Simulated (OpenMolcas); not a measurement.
**V3+: ligand-field states by method**

V3+ with 6 ligands (fluoride) in trigonal prismatic coordination (D3h) at 1.95 Å, a polar angle of 50.5° against the regular 49.1°. A charge of +0.5 e stands 2.6 Å behind each ligand. Ligand basis ANO-RCC-VDZP.

```yaml
Program: OpenMolcas
Basis: ANO-RCC-VDZP [5s4p2d1f]
Scalar_Hamiltonian: DKH2, point nucleus
Active_space: 2 electrons in 5 orbitals (3d)
State_averaging: 2S+1 = 3 even, 10 roots; 2S+1 = 1 even, 15 roots
Spin-orbit_coupling: RASSI with atomic mean-field integrals over the reference wave functions
```

I. CASSCF
II. SS-CASPT2, IPEA 0.25 Eh, imaginary shift 0.1 Eh (closed shells correlated: 3s 3p and the ligand valence shells)

Spin-free states (labels of D3, the rotations of D3h) in cm-1, each column counted from its own energy of the first state listed:

```tsv
State	Degeneracy	I	II
3E	2	0	0
3E	2	9954	9910
3A2	1	10508	9390
3A2	1	10648	10730
3A1	1	10665	10750
1A1	1	13419	9880
1E	2	14840	11440
1E	2	20836	18070
1E	2	22866	19530
3E	2	24742	21710
3A2	1	25646	24790
1A1	1	26924	22340
1E	2	28636	25840
1A1	1	29848	26800
1A2	1	30053	26930
1E	2	36804	35510
1A1	1	58906	51100
```

From I to II, I's first state of the same spin (3E) moves from 9954 to 9910 cm-1, by about -40 cm-1. In II another state of that kind comes below it.

From I to II, I's first state of another spin (1A1) moves from 13419 to 9880 cm-1, by about -3500 cm-1.

χT at 300 K: I 0.88, II 0.88 cm3 K/mol.

Roots that are degenerate in the reference are averaged as groups; the widest CASPT2 spread within a group is 140 cm-1 (the 2-fold group of multiplicity 3 near 0 cm-1 above the lowest state of its run, II). Shifts and gaps below about the spread of the groups concerned are not significant. Over all roots computed the reference weight is 0.71 to 0.72 in II; a low but even weight reflects the number of correlated electrons. An orbital doublet at a regular site is open to a Jahn-Teller distortion, which this geometry leaves out. Ligand-to-metal charge-transfer states are missing. With no ligand orbital active B as a rule stays too high, so bands that hang on it stand too high and its fall with covalency is understated. Without dynamic correlation the repulsion within the d shell is too large (B by tens of per cent), so at a given field states of lower spin stand too high (holds for I). With metal d orbitals alone and no dynamic correlation the field as a rule comes out too small, by tens of per cent, by up to half for chloride and softer ligands (holds for I). No measured value stands beside these numbers; the geometry was imposed, not optimised, and the real ion may take another.
